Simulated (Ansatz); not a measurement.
Reaction (ligand exchange at a B–Cl bond): `OB(Cl)O[SiH3]` + H–F → `OB(F)O[SiH3]` + HCl

Program: Ansatz. Geometries: PBE0-D4/def2-TZVP. ΔE: electronic, gas phase. CCSD(T)/CBS is the MP2 limit (def2-TZVPP, def2-QZVPP) plus CCSD(T) − MP2 in def2-TZVPP, frozen cores. This one scheme is used for every species. Functionals use def2-TZVPP. B3LYP here is the variant with VWN-RPA as its local correlation; programs differ in this. HSE06 is defined as in plane-wave codes. Each species was taken in one conformer, which may not be the lowest.

```tsv
level	ΔE (kJ/mol)	difference from CCSD(T)/CBS
LDA (SPW92)	-55.3	-1.9
PBE-D4	-49.7	3.7
revPBE-D4	-45.7	7.7
BLYP-D4	-56.7	-3.3
r2SCAN-D4	-58.2	-4.8
PBE0-D4	-52.4	1.0
B3LYP-D4	-59.4	-6.0
r2SCANh-D4	-58.4	-5.0
r2SCAN0-D4	-58.7	-5.3
HSE06-D4	-52.3	1.1
BHLYP-D4	-64.2	-10.8
CAM-B3LYP-D4	-64.7	-11.3
ωB97X-V	-58.4	-5.0
ωB97M-V	-58.4	-5.0
B2PLYP	-60.9	-7.5
PBE	-53.0	0.4
revPBE	-52.6	0.8
r2SCAN	-59.0	-5.6
PBE0	-55.3	-1.9
B3LYP	-64.7	-11.3
r2SCANh	-59.3	-5.9
r2SCAN0	-59.8	-6.4
HSE06	-55.0	-1.6
BHLYP	-68.8	-15.4
CAM-B3LYP	-67.7	-14.3
LC-ωPBE	-58.7	-5.3
RPA@PBE/def2-TZVPP	-59.4	-6.0
HF/def2-SVP	-78.4	-25.0
CCSD/def2-SVP	-70.6	-17.2
CCSD(T)/def2-SVP	-68.8	-15.4
HF/def2-TZVPP	-76.3	-22.9
MP2/def2-TZVPP	-51.0	2.4
SCS-MP2/def2-TZVPP	-56.9	-3.5
CCSD/def2-TZVPP	-61.8	-8.4
HF/def2-QZVPP	-76.7	-23.3
MP2/def2-QZVPP	-48.4	5.0
SCS-MP2/def2-QZVPP	-54.5	-1.1
HF/CBS(def2)	-76.7	-23.3
MP2/CBS(def2)	-46.3	7.1
CCSD/CBS(def2)	-57.1	-3.7
CCSD(T)/CBS	-53.4	0
```

Largest T1 diagnostic among the species: 0.012.

From BLYP to BHLYP (50 % exact exchange), in def2-TZVPP and without D4, ΔE moves by −5.4 kJ/mol. In def2-TZVPP, CCSD(T) changes the Hartree–Fock value by +18.2 kJ/mol (the triples alone add +3.7 kJ/mol) and MP2 by +25.3 kJ/mol. At CCSD(T), def2-SVP lies −15.4 kJ/mol from the extrapolated value and def2-TZVPP −4.7 kJ/mol.
